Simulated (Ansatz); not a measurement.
`C[NH][GeH3]` + HI → `[GeH3][I]` + CH₃NH₂  (ligand exchange at a Ge–N bond)

Program: Ansatz. Geometries: PBE0-D4/def2-TZVP. ΔE: electronic, gas phase. CBS: MP2 limit from def2 TZ/QZ plus the TZ coupled-cluster correction, frozen cores. DFT in def2-TZVPP. Elements past krypton have def2 core potentials. For Ge, I outer-core shells are correlated without core-valence functions, which leaves a few kJ/mol of doubt a bond. Scalar relativity is left out up to krypton.

`C[NH][GeH3]`:

Z-matrix (Å, degrees):
```
C
N 1 1.450
H 1 1.100 2 114.8
H 1 1.094 2 110.2 3 121.9
H 1 1.094 2 109.5 3 -120.8
Ge 2 1.838 1 118.0 3 67.0
H 2 1.010 1 111.6 3 -66.0
H 6 1.549 2 113.3 1 -56.3
H 6 1.536 2 107.2 1 -177.3
H 6 1.537 2 107.0 1 63.0
```

HI:

```xyz
2

I    -0.724   -0.070    0.344
H     0.724    0.070   -0.344
```

`[GeH3][I]`:

```xyz
5

Ge    0.185   -0.047    0.121
I    -1.875    0.476   -1.223
H     1.346   -0.224   -0.863
H    -0.087   -1.338    0.899
H     0.431    1.133    1.066
```

CH₃NH₂:

```xyz
7

C    -0.270    0.499   -0.032
N     0.310   -0.815   -0.254
H    -0.072    0.941    0.955
H    -1.354    0.443   -0.160
H     0.104    1.192   -0.789
H    -0.033   -1.476    0.431
H     1.316   -0.783   -0.150
```

Is it downhill or uphill in electronic energy at CCSD(T)/CBS, and by how much? (Best estimate.)

Computed: Downhill: ΔE = -84.4 kJ/mol.

What do these levels give: PBE0-D4, PBE, r2SCAN, HF/def2-SVP, HF/CBS(def2), CCSD/CBS(def2)? (Best estimate.)

The calculation gave: PBE0-D4 -90.9, PBE -89.5, r2SCAN -88.2, HF/def2-SVP -91.4, HF/CBS(def2) -94.6, CCSD/CBS(def2) -85.8 kJ/mol.

Largest T1 diagnostic among the species: 0.011.

From r2SCAN to r2SCAN0 (25 % exact exchange), in def2-TZVPP and without D4, ΔE moves by −3.6 kJ/mol. At CCSD(T), def2-SVP lies +9.7 kJ/mol from the extrapolated value and def2-TZVPP +7.0 kJ/mol. In def2-TZVPP, CCSD(T) changes the Hartree–Fock value by +16.6 kJ/mol (the triples alone add +1.4 kJ/mol) and MP2 by +11.7 kJ/mol.
